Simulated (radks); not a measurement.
Results of a calculation; reference values are marked as such.
Question: Ionisation of neutral bismuth, [Hg] 6p3, to Bi+, [Hg] 6p2, under several functionals. Scalar-relativistic Kohn-Sham, spin-unpolarised, spherical densities, finite nucleus; a radial shooting solver on a logarithmic mesh with Libxc functionals. Known Delta-SCF values: BP86 8.076 eV. What does RPBE give, and what is its highest occupied eigenvalue?

Answer: 7.837 eV by Delta-SCF; the 6p eigenvalue is -4.510 eV. NIST: 7.286 eV (measured).

Beside tabulated values, note that spin-unpolarised runs miss the spin-polarisation part of the exchange energy of open shells, and scalar-relativistic runs lack spin-orbit coupling.
